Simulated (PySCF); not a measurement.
disilylmethane (CH₈Si₂), SMILES [SiH3]C[SiH3]. Coordinates come from a B3LYP-D3(BJ)/def2-SVP optimisation.

All values below come from B3LYP-D3(BJ)/def2-SVP run with PySCF.

Harmonic wavenumbers (cm⁻¹): 94, 147, 172, 457, 546, 572, 572, 761, 770, 830, 922, 953, 956, 958, 962, 963, 1032, 1087, 1385, 2214, 2217, 2217, 2217, 2224, 2224, 3036, 3094. Rotational constants (GHz): 18.44, 2.841, 2.655; symmetry number 2.

Problem. Work out the zero-point energy and the ideal-gas rigid-rotor harmonic-oscillator thermochemistry at 298.15 K and 1 atm.

Solution. ZPE = ½ Σ hcν = ½ × 33580 cm⁻¹ = 48.01 kcal/mol. H − E(el) = 52.50 kcal/mol. Entropy in cal/(mol K): translation 38.91, rotation 23.87, vibration 12.54, total 75.32. G − E(el) = 30.04 kcal/mol. Cp = 23.76 cal/(mol K). Modes under 150 cm⁻¹ make the vibrational entropy uncertain.
